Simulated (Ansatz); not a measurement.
CH6BClOSn. Total charge 0; spin multiplicity 1. Sn takes the def2 core potential. The bonds changed during the relaxation, so this is another structure than the one it started from.

```json
{"atom": "B1", "x (Å)": "-1.938", "y (Å)": "-0.674", "z (Å)": "-0.735"}
{"atom": "C2", "x (Å)": "-0.641", "y (Å)": "-0.434", "z (Å)": "0.108"}
{"atom": "Cl3", "x (Å)": "-1.961", "y (Å)": "1.290", "z (Å)": "-0.596"}
{"atom": "O4", "x (Å)": "0.545", "y (Å)": "-0.447", "z (Å)": "-0.375"}
{"atom": "Sn5", "x (Å)": "2.121", "y (Å)": "0.507", "z (Å)": "0.484"}
{"atom": "H6", "x (Å)": "-2.874", "y (Å)": "-1.112", "z (Å)": "-0.125"}
{"atom": "H7", "x (Å)": "-1.772", "y (Å)": "-1.003", "z (Å)": "-1.874"}
{"atom": "H8", "x (Å)": "-0.729", "y (Å)": "-0.171", "z (Å)": "1.173"}
{"atom": "H9", "x (Å)": "1.597", "y (Å)": "0.732", "z (Å)": "2.085"}
{"atom": "H10", "x (Å)": "3.379", "y (Å)": "-0.611", "z (Å)": "0.287"}
{"atom": "H11", "x (Å)": "2.272", "y (Å)": "1.922", "z (Å)": "-0.432"}
```

Problem. What are the harmonic wavenumbers in cm⁻¹ at PBE0-D4/def2-TZVP (Ansatz, finite differences of forces, unscaled)? (Estimate.)

Solution. The calculation gave: 44, 66, 139, 183, 308, 388, 478, 485, 496, 571, 685, 692, 696, 792, 816, 965, 996, 1037, 1194, 1381, 1507, 1979, 2005, 2014, 2552, 2634, 3023.

Problem. Is this a minimum?

Solution. Yes, all 27 modes are real.

Problem. Give the ideal-gas thermochemistry at 298.15 K and 1 bar (rigid rotor, harmonic oscillator; point group C1, symmetry number 1).

Solution. Zero-point energy 168.2 kJ/mol; H(298) − E = 191.7 kJ/mol; entropy 384.7 J/(mol·K), of which translation 174.9, rotation 121.3, vibration 88.5; G(298) − E = 77.0 kJ/mol. Modes under 100 cm⁻¹ are hindered rotations or soft bends, so the harmonic entropy is rough.
